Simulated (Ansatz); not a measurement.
Mulliken charges of F2H4SSi2 (`F[SiH](F)S[SiH3]`) from PBE/def2-TZVPP in Ansatz (PBE0-D4/def2-TZVP geometry).

```
atom   x (Å)   y (Å)   z (Å)  charge (e)
  F1  -0.057   1.586  -1.241      -0.256
 Si2  -1.030   0.332  -1.197       0.678
  F3  -0.386  -0.737  -2.175      -0.254
  S4  -1.198  -0.408   0.759      -0.265
 Si5   0.887  -0.352   1.307       0.244
  H6  -2.352   0.711  -1.716      -0.069
  H7   1.252   0.995   1.801      -0.029
  H8   1.727  -0.717   0.142      -0.019
  H9   1.032  -1.353   2.389      -0.031
```

Question: By hand: the dipole of these point charges (1 e Å = 4.8032 D).

Answer: Σ q r = (0.009, 0.006, 0.166) e Å, of length 0.166 e Å = 0.80 D.

Question: How does the dipole of the full density compare? (Estimate.)

Answer: The calculation gave: (-0.004, -0.009, 0.178) e Å, 0.86 D; the point charges give 0.93 times that, at 7° from its direction.

Point charges leave out the atoms' own dipoles, such as those of lone pairs, and Mulliken's split depends on the basis, so the close match here is no proof of good charges.
